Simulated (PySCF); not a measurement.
Geometry:
```csv
atom,x (Å),y (Å),z (Å)
Si1,0.071,0.000,0.070
C2,-0.108,-0.069,1.925
C3,-1.551,-0.059,2.420
H4,0.454,0.787,2.340
H5,0.420,-0.974,2.274
H6,-1.604,-0.103,3.518
H7,-2.079,0.852,2.099
H8,-2.116,-0.919,2.028
C9,1.831,-0.043,-0.542
C10,1.963,0.015,-2.062
H11,2.298,-0.960,-0.142
H12,2.365,0.800,-0.070
H13,3.017,-0.016,-2.379
H14,1.448,-0.831,-2.542
H15,1.523,0.939,-2.467
N16,-0.683,1.442,-0.513
C17,-1.252,2.370,-1.009
O18,-1.799,3.286,-1.484
N19,-0.790,-1.330,-0.624
C20,-1.470,-2.170,-1.137
O21,-2.124,-3.002,-1.633
```

One conformer, one averaged value for each set of equivalent atoms, non-relativistic Hamiltonian, in vacuum. Structure optimised with PBE0-D3(BJ)/def2-SVP; NMR shieldings at KT2/pcSseg-1/GIAO; PySCF.

Referencing at the same level of theory: $^{13}$C (σ = 183.22 ppm), $^{1}$H (σ = 31.18 ppm), $^{29}$Si (σ = 361.05 ppm) vs TMS; $^{15}$N (σ = 264.30 ppm) against NH3; $^{17}$O (σ = 330.66 ppm) vs H2O.

```json
{"atoms": "H6/H7/H8/H13/H14/H15", "nucleus": "$^{1}$H", "count": "6", "δ (ppm)": "1.16"}
{"atoms": "C2/C9", "nucleus": "$^{13}$C", "count": "2", "δ (ppm)": "13.5"}
{"atoms": "C17/C20", "nucleus": "$^{13}$C", "count": "2", "δ (ppm)": "117.4"}
{"atoms": "O18/O21", "nucleus": "$^{17}$O", "count": "2", "δ (ppm)": "134.1"}
{"atoms": "N16/N19", "nucleus": "$^{15}$N", "count": "2", "δ (ppm)": "?"}
{"atoms": "C3/C10", "nucleus": "$^{13}$C", "count": "2", "δ (ppm)": "8.0"}
{"atoms": "Si1", "nucleus": "$^{29}$Si", "count": "1", "δ (ppm)": "-31.0"}
{"atoms": "H4/H5/H11/H12", "nucleus": "$^{1}$H", "count": "4", "δ (ppm)": "?"}
```

Fill in the missing shifts.

## Answers


- H4/H5/H11/H12: 0.53 ppm, hydrogen on a carbon bonded to C, Si
- N16/N19: 45.6 ppm, nitrogen bonded to C, Si

Shifts are as computed. Against solution values, carbons near 30 ppm lie about +2 ppm off and those near 130 ppm about -5 ppm. Of 1313 compounds with measured shifts, 239 miss one by over three times the rms of a fit or turn the order of signals round; such compounds aren't used in these exercises. Experimental scales use liquid or dissolved standards, which lie at an offset from isolated NH3 (liquid NH3: subtract about 20 ppm) and H2O (liquid H2O: subtract about 36 ppm).
